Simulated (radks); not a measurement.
Valence configurations of Tc I (all share [Kr]). Calculated with a radial shooting solver on a logarithmic mesh with Libxc functionals: scalar-relativistic Kohn-Sham, r2SCAN, spin-polarised, spherical densities, finite nucleus; open shells are filled with parallel spins first (spin-orbit coupling, left out, can overturn this in heavy ions); meta-GGA in the generalised Kohn-Sham scheme; Fermi nuclear charge, rms radius 4.4112 fm. Energies are relative to 4d5 5s2; eigenvalues in eV for spin up.

valence          E (eV)  moment (Bohr magnetons)    e(4d)   e(5p)   e(5s)
4d5 5s2           0.000                        5   -8.413       -  -5.804
4d6 5s1           0.511                        5   -5.658       -  -5.022
4d7               3.120                        3   -3.595       -       -
4d3 5s2 5p2      18.393                        5  -15.656  -4.158  -9.459
4d3 5p4          28.558                        5  -17.899  -5.215       -
4d5 5p2           6.162                        7  -10.649  -3.147       -
4d5 5s1.5 5p0.5   1.205                        6   -9.026  -2.097  -6.507
4d4 5s2 5p1       8.058                        5  -12.109  -2.931  -7.722
4d4.5 5s2 5p0.5   3.752                        5  -10.287  -2.239  -6.783
4d4 5s1.5 5p1.5   9.258                        6  -12.600  -3.403  -8.320

NIST lists [Kr] 4d5 5s2 as the ground configuration; this level of theory agrees among the configurations tried. The energies are those of spherical high-spin densities, not of single terms.
